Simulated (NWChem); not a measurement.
GaH3; SMILES [GaH3]

```xyz
4

Ga     0.0000     0.0000     0.0000
H      1.1176     1.1176     0.0000
H      0.4091    -1.5267     0.0000
H     -1.5267     0.4091     0.0000
```
Atoms are numbered in this order, from 1.

STO-3G and 3-21G are far too small for this property and stand as cheap habits. All runs use the structure optimised with PBE-D3(BJ)/def2-SVP.

**Question.** List the 4 lowest vertical singlet excitations from PBE/3-21G, TDA (NWChem).

**Answer.** 
| state | energy (eV) | oscillator strength | leading excitation (squared amplitude) |
|---|---|---|---|
| S1 | 4.82 | 0.000 | HOMO → LUMO (1.00) |
| S2 | 4.82 | 0.000 | HOMO−1 → LUMO (1.00) |
| S3 | 9.10 | 0.001 | HOMO → LUMO+1 (0.48) |
| S4 | 9.10 | 0.001 | HOMO−1 → LUMO+1 (0.48) |
